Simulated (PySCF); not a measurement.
CH8O3Si2, SMILES O[Si@H](OC)[SiH2]O. Heavy atoms are numbered as in [CH3:1][O:2][Si@@H:3]([OH:4])[SiH2:5][OH:6]. Hydrogens are named by the atom that carries them.

The structure is a stationary point at PBE0-D3(BJ)/def2-SVP. The structure was generated by enumeration; whether it is a known compound was not checked. The values are those of a single conformer.

These are PBE/def2-TZVP (PySCF) values and carry that method's errors.

Atomic charges (e), one atom of each kind:

```tsv
atom	Löwdin	Mulliken	IAO
C1 (CH3)	-0.38	-0.22	-0.22
O2	0.06	-0.34	-0.61
Si3 (SiH)	-0.06	…	0.97
O4 (OH)	-0.11	-0.47	-0.77
Si5 (SiH2)	0.05	…	0.66
O6 (OH)	-0.13	-0.47	-0.78
H on C1	0.11	…	0.14
H on Si3	-0.03	…	-0.14
H on O4	0.17	…	0.37
H on Si5	-0.04	-0.04	-0.13
H on O6	0.17	0.32	0.36
```

### Question
Complete the blanks. (The exact figures need the calculation; the answer reports its results.)

### Answer

- Si3 (SiH), Mulliken: 0.40
- Si5 (SiH2), Mulliken: 0.22
- H on C1, Mulliken: 0.12
- H on Si3, Mulliken: -0.04
- H on O4, Mulliken: 0.31

### Question
Give the Mayer and Wiberg (Löwdin basis) orders of the bonds. (Estimate from the structure and the level; the computed values follow.)

### Answer

| bond | Mayer | Wiberg |
|---|---|---|
| C1–O2 | 0.98 | 1.54 |
| O2–Si3 | 1.11 | 1.50 |
| Si3–O4 | 1.27 | 1.70 |
| Si3–Si5 | 0.90 | 1.02 |
| Si5–O6 | 1.24 | 1.71 |
